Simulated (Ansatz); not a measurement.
A first, cheap relaxation of C₂H₈BClSi, SMILES `BC[SiH](C)Cl`.

```yaml
crystal:
  periodic: [false, false, false]
  atoms:
    - {symbol: B, position_ang: [-0.736300, 1.924200, 0.951400]}
    - {symbol: C, position_ang: [-0.891200, 0.442800, 0.506100]}
    - {symbol: Si, position_ang: [0.668800, -0.092300, -0.330100]}
    - {symbol: C, position_ang: [0.675200, -1.903700, -0.718200]}
    - {symbol: Cl, position_ang: [0.992300, 0.978300, -2.105900]}
    - {symbol: H, position_ang: [0.038400, 2.328300, 1.713200]}
    - {symbol: H, position_ang: [-1.512200, 2.765100, 0.500200]}
    - {symbol: H, position_ang: [-1.691600, 0.332100, -0.209600]}
    - {symbol: H, position_ang: [-1.061700, -0.162300, 1.448200]}
    - {symbol: H, position_ang: [1.835100, 0.141700, 0.617000]}
    - {symbol: H, position_ang: [1.533500, -2.238100, -1.180500]}
    - {symbol: H, position_ang: [-0.232500, -2.088000, -1.383600]}
    - {symbol: H, position_ang: [0.402700, -2.462900, 0.206400]}
basis:
  gaussian: {orbitals: def2-SVP}
hamiltonian: {xc: pbe, dispersion: d4}
relax: {f_tol: 0.03, max_steps: 200}
```

```sh
$ ansatz run in.yaml --threads 4 --pin off --events-out ev --progress --plain --max-ram 10444MiB
```

Output, abridged:

```
Functional definition: PBE
mean field -23259.76143427 eV, -854.7804666770 hartree, gradient 2.2e-5 eV, S^2 0.000000; 0 other end points of the search recorded, 0 dependent functions left out
relax step   1: F+E_penalty+E_count = -23260.06392995 eV  Δ(F+E_penalty+E_count) = +0.000e0 eV  max|allowed force component| = 4.092e0 eV/Å  Δτ_max = 0.0000 Å  (27 SCF iters, accepted)
mean field -23260.08540073 eV, -854.7923722246 hartree, gradient 8.0e-6 eV, S^2 0.000000; 0 other end points of the search recorded, 0 dependent functions left out
relax step   2: F+E_penalty+E_count = -23260.38825757 eV  Δ(F+E_penalty+E_count) = -3.243e-1 eV  max|allowed force component| = 1.213e0 eV/Å  Δτ_max = 0.1158 Å  (28 SCF iters, accepted)
mean field -23260.14159273 eV, -854.7944372425 hartree, gradient 2.7e-5 eV, S^2 0.000000; 0 other end points of the search recorded, 0 dependent functions left out
relax step   3: F+E_penalty+E_count = -23260.44303619 eV  Δ(F+E_penalty+E_count) = -5.478e-2 eV  max|allowed force component| = 2.733e-1 eV/Å  Δτ_max = 0.0839 Å  (27 SCF iters, accepted)
mean field -23260.15355726 eV, -854.7948769309 hartree, gradient 6.4e-6 eV, S^2 0.000000; 0 other end points of the search recorded, 0 dependent functions left out
relax step   4: F+E_penalty+E_count = -23260.45478460 eV  Δ(F+E_penalty+E_count) = -1.175e-2 eV  max|allowed force component| = 2.607e-1 eV/Å  Δτ_max = 0.0672 Å  (30 SCF iters, accepted)
mean field -23260.15016280 eV, -854.7947521868 hartree, gradient 1.8e-5 eV, S^2 0.000000; 0 other end points of the search recorded, 0 dependent functions left out
relax step   5: F+E_penalty+E_count = -23260.45266969 eV  Δ(F+E_penalty+E_count) = +2.115e-3 eV  max|allowed force component| = 4.174e-1 eV/Å  Δτ_max = 0.1893 Å  (27 SCF iters, rejected (line search))
mean field -23260.16528408 eV, -854.7953078836 hartree, gradient 6.6e-6 eV, S^2 0.000000; 0 other end points of the search recorded, 0 dependent functions left out
relax step   6: F+E_penalty+E_count = -23260.46741894 eV  Δ(F+E_penalty+E_count) = -1.263e-2 eV  max|allowed force component| = 5.921e-2 eV/Å  Δτ_max = 0.0936 Å  (28 SCF iters, accepted)
mean field -23260.16743034 eV, -854.7953867574 hartree, gradient 6.3e-6 eV, S^2 0.000000; 0 other end points of the search recorded, 0 dependent functions left out
relax step   7: F+E_penalty+E_count = -23260.46997338 eV  Δ(F+E_penalty+E_count) = -2.554e-3 eV  max|allowed force component| = 3.658e-2 eV/Å  Δτ_max = 0.0954 Å  (28 SCF iters, accepted)
mean field -23260.16777631 eV, -854.7953994713 hartree, gradient 6.5e-6 eV, S^2 0.000000; 0 other end points of the search recorded, 0 dependent functions left out
relax step   8: F+E_penalty+E_count = -23260.47091762 eV  Δ(F+E_penalty+E_count) = -9.442e-4 eV  max|allowed force component| = 2.150e-2 eV/Å  Δτ_max = 0.0199 Å  (29 SCF iters, accepted)
mean field -23260.16777631 eV, -854.7953994713 hartree, gradient 7.3e-6 eV, S^2 0.000000; 1 other end points of the search recorded, 0 dependent functions left out
Total energy: -23260.47095672 eV, -854.8065411459 hartree
Atom 0 at    -0.795569     1.979295     0.890307 Å, force     0.000505     0.009379    -0.008466 eV/Å
Atom 1 at    -0.905209     0.462977     0.607126 Å, force     0.010404    -0.009571     0.021496 eV/Å
Atom 2 at     0.691003    -0.096782    -0.260776 Å, force     0.003320    -0.001989     0.008335 eV/Å
Atom 3 at     0.577192    -1.903796    -0.759695 Å, force    -0.011021    -0.005488     0.008870 eV/Å
Atom 4 at     0.991575     1.051917    -1.987637 Å, force    -0.000425     0.009984     0.001950 eV/Å
Atom 5 at    -0.143652     2.376993     1.841440 Å, force     0.001352     0.001495    -0.011600 eV/Å
Atom 6 at    -1.311053     2.799119     0.153601 Å, force     0.001424    -0.006359     0.003634 eV/Å
Atom 7 at    -1.742196     0.155799    -0.052890 Å, force    -0.003668    -0.002873    -0.005941 eV/Å
Atom 8 at    -0.880154    -0.163879     1.527265 Å, force    -0.009051     0.003859    -0.002801 eV/Å
Atom 9 at     1.871230     0.138957     0.637277 Å, force    -0.005438    -0.003355    -0.004733 eV/Å
Atom 10 at     1.506989    -2.222406    -1.271737 Å, force     0.005591    -0.001839    -0.006596 eV/Å
Atom 11 at    -0.275770    -2.071797    -1.447536 Å, force     0.004259     0.007070     0.001924 eV/Å
Atom 12 at     0.436116    -2.541197     0.137855 Å, force     0.002746    -0.000314    -0.006072 eV/Å
Dipole moment:    -0.109459    -0.514446     0.162192 e Å
```

Hardware: 4 threads of an Arm Neoverse V1 on a shared host. Wall time 13 s, peak host memory 0.17 GiB.
